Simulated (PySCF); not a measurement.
Screening by computed properties: pick the candidate that meets the target.

Species are written as SMILES; each is one conformer at its optimised geometry, gas phase, non-relativistic unless stated; the electronic structure was computed with PySCF and density fitting.

The conformers computed, where there is a choice (atom-mapped SMILES and torsion angles):
- `[SiH3:1][CH:2][O:3][SiH2:4][O:5][SiH2:6][Cl:7]`: Si1–C2–O3–Si4 -10°, C2–O3–Si4–O5 48°, O3–Si4–O5–Si6 -167°, Si4–O5–Si6–Cl7 -17°
- `[CH2:1][C:2](=[CH2:3])[C:4]([CH3:5])=[S:6]`: C1–C2–C4–C5 -154°
- `[CH2-:1][CH:2][C@:3]([CH3:4])([NH2:5])[CH2:6][CH3:7]`: C1–C2–C3–C4 74°, C2–C3–C6–C7 54°, H–N5–C3–C2 63°, H–N5–C3–C2 -49°
- `[CH2:1][CH2:2][C:3](=[S:4])[CH:5]=[CH2:6]`: C1–C2–C3–S4 1°, C2–C3–C5–C6 0°

Question: Wanted: smallest rotational constant between 1.6 GHz and 1.7 GHz (GFN2-xTB) and isotropic g value below 2.0027 (unrestricted B3LYP/pcH-1, mean-field spin–orbit), at GFN2-xTB geometries. Which candidate meets both?
A. `[CH2]CC(=S)C=C` [radical]
B. `[CH2]C(=C)C(C)=S` [radical]
C. `N#C/C=N\[C]=C\F` [radical]
D. `[SiH3][CH]O[SiH2]O[SiH2]Cl` [radical]
E. `[CH2-][CH][C@](C)(N)CC` [radical]

Answer: B. Computed values:
```
                             species  smallest rotational constant  isotropic g value
[SiH3][CH]O[SiH2]O[SiH2]Cl [radical]                     0.480 GHz            2.00327
           N#C/C=N\[C]=C\F [radical]                     1.049 GHz            2.00285
            [CH2]CC(=S)C=C [radical]                     1.497 GHz            2.00203
          [CH2]C(=C)C(C)=S [radical]                     1.662 GHz            2.00029
    [CH2-][CH][C@](C)(N)CC [radical]                     1.761 GHz            2.00262
```
